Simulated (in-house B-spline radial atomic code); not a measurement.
Values are calculated unless marked as measured or tabulated.
# Building a PAW s channel for Ge, r_c = 1.7 bohr

Ge, [Ar] 3d10 4s2 4p2, non-relativistic LDA (VWN5), spherical and spin-unpolarised, from a B-spline radial code for spherical atoms (atomic units; all potentials screened as in the neutral atom).

Two all-electron partial waves φ1, φ2 are integrated outwards at E1 = ε(4s) = -0.426523 and E2 = E1 + 1.5 hartree; φ1 is the bound orbital and φ2 has unit norm inside r_c = 1.695 bohr. Smooth partners are polynomials, r^1(a0 + a1 r² + a2 r⁴ + a3 r⁶), matched to φ and three derivatives at r_c, with no condition on the norm. The local potential is -7.99762 + (6.61158) r² + (-2.34178) r⁴ + (0.307441) r⁶ inside 1.3878 bohr and the all-electron one outside.

| wave | φ(r_c) | φ'(r_c) | a0 | a1 | a2 | a3 |
| --- | --- | --- | --- | --- | --- | --- |
| 1 | 0.7529053 | 0.06509326 | 0.3205239 | 0.232585 | -0.09400196 | 0.00975604 |
| 2 | 0.7326136 | -2.109495 | 1.399363 | -0.03140194 | -0.1756697 | 0.02416854 |

Inside r_c the overlaps are <φi φj> = [[0.31695, 0.54531], [0.54531, 1.00000]] and, for the smooth waves, [[0.35406, 0.68741], [0.68741, 1.49379]]. With χj = (Ej − T − V_local) applied to smooth wave j, the program's quadrature gives the matrix B_ij = <smooth i, χj> as [[0.51665, 1.62269], [1.40955, 4.52213]].

Q: Check the match of the first wave, and find the augmentation charges q_ij.

A: At r_c the four terms are 0.54329, 1.13264, -1.31518, 0.39216, which sum to 0.7529, φ1(r_c) to rounding. q_ij is the all-electron overlap less the smooth one: [[-0.03711, -0.14209], [-0.14209, -0.49379]]. The smooth first wave has a norm of 0.3541 inside r_c against 0.3170, so q11 is negative and must stay small enough for the overlap operator to be positive.

Q: B isn't symmetric. Show that D_ij = B_ij + Ej q_ij is.

A: Integrating by parts gives B12 − B21 = (E1 − E2) q12: 1.62269 − (1.40955) = 0.21314, and −1.5 × (-0.14209) = 0.21314. So D12 = 1.62269 + (1.073477)(-0.14209) = 1.47016 and D21 = 1.40955 + (-0.426523)(-0.14209) = 1.47016; D11 = 0.53248, D22 = 3.99206. The projectors, p = (B⁻¹)ᵀ χ, are dual to the smooth waves; det B = 0.049.

Solving (T + V_local + Σ p D p) ψ = E (1 + Σ p q p) ψ in a sphere of 9 bohr gives these levels:

```csv
all-electron,one projector,two projectors
-0.426515,-0.426515,-12.440200
0.027520,0.024889,-0.426515
0.330612,0.287012,0.027518
0.797127,0.420029,0.330608
1.413470,0.830331,0.797125
```

Q: What does the second projector gain?

A: With one projector the errors are 0.00, -2.63, -43.60 millihartree, and the level at 0.4200 is out of step with the all-electron series: an extra state, or one far too low, so the pairing ends there; skipping it, the next levels are off by +33.2 millihartree. With two a ghost lies below the reference level, so the set fails. The lowest eigenvalue of the overlap operator is 0.738 with one and 0.0405 with two projectors. The smooth orbital alone needs a cutoff of 6.77 hartree for 1 millihartree of kinetic energy, against 15.7 for a norm-conserving Troullier-Martins orbital of the same radius, which is no gain while the set fails.
